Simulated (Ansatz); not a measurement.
Gas-phase electronic energies from Ansatz, PBE0-D4/def2-TZVP geometries. CBS: MP2 limit from def2 TZ/QZ plus the TZ coupled-cluster correction, frozen cores. Functionals use def2-TZVPP. B3LYP here is the variant with VWN-RPA as its local correlation; programs differ in this. HSE06 is defined as in plane-wave codes. Elements past krypton have def2 core potentials. For In, Ta outer-core shells are correlated without core-valence functions, which leaves a few kJ/mol of doubt a bond. One conformer a species, not always the lowest.

Reaction (redistribution): `[O]=[Ta]([Cl])([Cl])[Cl]` + `[NH2][InH][OH]` → `[O]=[Ta]([OH])([Cl])[Cl]` + `[NH2][InH][Cl]`

`[O]=[Ta]([Cl])([Cl])[Cl]`:

Z-matrix (Å, degrees):
```
Ta
O 1 1.701
Cl 1 2.281 2 107.5
Cl 1 2.281 2 107.5 3 120.0
Cl 1 2.281 2 107.5 3 -120.0
```

`[NH2][InH][OH]`:

```xyz
7

N    -1.053   -0.198    1.070
In   -0.067    0.089   -0.650
O     1.871   -0.169   -0.277
H    -0.525   -0.147    1.928
H    -1.979    0.176    1.203
H    -0.670    0.370   -2.215
H     2.424   -0.120   -1.059
```

`[O]=[Ta]([OH])([Cl])[Cl]`:

Z-matrix (Å, degrees):
```
Ta
O 1 1.887
Cl 1 2.297 2 111.0
O 1 1.706 2 105.2 3 117.9
Cl 1 2.297 2 111.0 3 -124.1
H 1 2.610 2 16.3 3 -62.1
```

`[NH2][InH][Cl]`:

Z-matrix (Å, degrees):
```
N
In 1 1.995
H 1 1.008 2 118.5
H 1 1.007 2 121.6 3 -144.3
Cl 2 2.339 1 109.2 3 -17.1
H 2 1.693 1 131.5 3 168.1
```

| level | ΔE (kJ/mol) |
| --- | --- |
| LDA (SPW92) | -70.7 |
| B3LYP-D4 | -74.0 |
| r2SCANh-D4 | -75.3 |
| HSE06-D4 | -74.8 |
| r2SCAN | -73.2 |
| r2SCANh | -75.4 |
| HF/def2-QZVPP | -93.2 |
| CCSD/CBS(def2) | -72.6 |

(1) What does CCSD(T)/CBS give? (Best estimate.)

Largest T1 diagnostic among the species: 0.019.

## Answers

(1) The calculation gave: -67.3 kJ/mol. The listed levels differ from it by -3.4, -6.7, -8.0, -7.5, -5.9, -8.1, -25.9, -5.3 kJ/mol.

From r2SCAN to r2SCAN0 (25 % exact exchange), in def2-TZVPP and without D4, ΔE moves by −5.4 kJ/mol. Leaving LDA and LC-ωPBE aside and taking each functional with its dispersion term where it has one, the values, not all of them listed here, spread over 15.3 kJ/mol, from BHLYP-D4 to revPBE-D4.
